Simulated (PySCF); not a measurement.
Vertical excitations of a molecule C5H10O from TDA-B3LYP/def2-SVPD (PySCF), as energy in eV (oscillator strength): 6.53 (0.013), 6.68 (0.001), 7.03 (0.009), 7.11 (0.049), 7.32 (0.075), 7.58 (0.086). Lowest triplet (TDA): 4.39 eV. Geometry: B3LYP-D3(BJ)/def2-SVP. The values are those of a single conformer.

Task: Pick the molecule that these values belong to.
(A) OCCC1CC1
(B) COC1CCC1
(C) C[C@H]1C[C@@H](O)C1
(D) C=CCCCO

Result: D, C=CCCCO
